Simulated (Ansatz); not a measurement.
`C[Se][GeH3]` + `CC(=O)[SeH]` → `C[Se]C(C)=O` + `[GeH3][SeH]`  (substitution at a C–Se bond)

Gas-phase electronic energies from Ansatz, PBE0-D4/def2-TZVP geometries. CCSD(T)/CBS adds triple-zeta CCSD(T) − MP2 to the extrapolated MP2 energy (def2 sets, frozen cores). DFT in def2-TZVPP. B3LYP here is the variant with VWN-RPA as its local correlation; programs differ in this. For Ge, Se outer-core shells are correlated without core-valence functions, which leaves a few kJ/mol of doubt a bond. Scalar relativity is left out up to krypton. One conformer a species, not always the lowest.

```json
{"level": "r2SCAN-D4", "ΔE (kcal/mol)": "-1.2"}
{"level": "B3LYP", "ΔE (kcal/mol)": "-0.8"}
{"level": "MP2/def2-TZVPP", "ΔE (kcal/mol)": "-1.0"}
{"level": "CCSD/def2-TZVPP", "ΔE (kcal/mol)": "-1.0"}
```

What does CCSD(T)/CBS give? (An estimate is asked.)

Computed: -1.0 kcal/mol. The listed levels differ from it by -0.2, 0.2, 0.0, 0.0 kcal/mol.

Largest T1 diagnostic among the species: 0.014.
